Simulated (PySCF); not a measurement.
# Static response to an electric field

Species: C3H3F3N2.
Atom-mapped SMILES: `[CH2:1]=[N:2]/[N:3]=[CH:4]/[C:5]([F:6])([F:7])[F:8]` (hydrogens: H9, H10 on C1; H11 on C4)

Structure used (GFN2-xTB), in Å, numbered top down from 1:
```xyz
11
C3H3F3N2 angstrom
C      2.630    0.090    0.264
N      1.570    0.106   -0.411
N      0.358    0.308   -0.201
C     -0.658   -0.450   -0.156
C     -2.015    0.180   -0.135
F     -2.046    1.392   -0.694
F     -2.492    0.325    1.120
F     -2.916   -0.579   -0.781
H      2.651    0.098    1.349
H      3.563    0.068   -0.272
H     -0.640   -1.536   -0.109
```

Level: CAM-B3LYP/def2-SVPD (PySCF), static field, nuclei fixed, core orbitals frozen in the response. The polarisability tensor in these axes (au):

```
x   99.22  5.14  4.81
y    5.14 44.73 -0.35
z    4.81 -0.35 44.77
```

**Question.** What are the eigenvalues, a third of the trace, and Δα (Δα² = ½Σ(αi − αj)² over the three pairs)?

**Answer.** Principal values 43.51, 45.09 and 100.11 au; mean 62.90 au = 9.32 Å³ = 10.37 × 10⁻⁴⁰ C²·m²/J; Δα = 55.83 au (89 % of the mean).

**Question.** What is the dipole moment, and where does it point?

**Answer.** (3.28, -1.61, 0.90) D, 3.76 D in size, pointing from the negative to the positive side. Measured along this direction, the outermost atoms are F6 and F8 at the negative end and H10 at the positive end.

**Question.** Find the Langevin capture rate constant for NO+ (29.998 u) meeting this molecule (124.025 u), k = 2.342 × 10⁻⁹ cm³/s × √(α in Å³ / reduced mass in u).

**Answer.** The reduced mass is 24.16 u, so k = 1.45 × 10⁻⁹ cm³/s. The formula leaves out the permanent dipole, which adds to the capture rate.

**Question.** Give the eigenvalues of the traceless quadrupole moment Θ = ½Σq(3rr − r²1), origin at the centre of nuclear charge.

**Answer.** -5.45, -2.12, 7.57 D·Å. The values depend on the origin, since the dipole doesn't vanish. The electronic extent ⟨r²⟩ about the same centre is 1124 bohr², a root-mean-square distance of 2.25 Å for the 62 electrons.

**Question.** Give the principal axes and the span of the nuclei along them.

**Answer.** Largest value along (0.99, 0.09, 0.09), where the nuclei span 6.53 Å; middle along (0.00, -0.69, 0.73), 2.43 Å; least along (-0.13, 0.72, 0.68), 2.41 Å. 

The structure is a single GFN2-xTB conformer in the gas phase; no vibrational or solvent corrections.
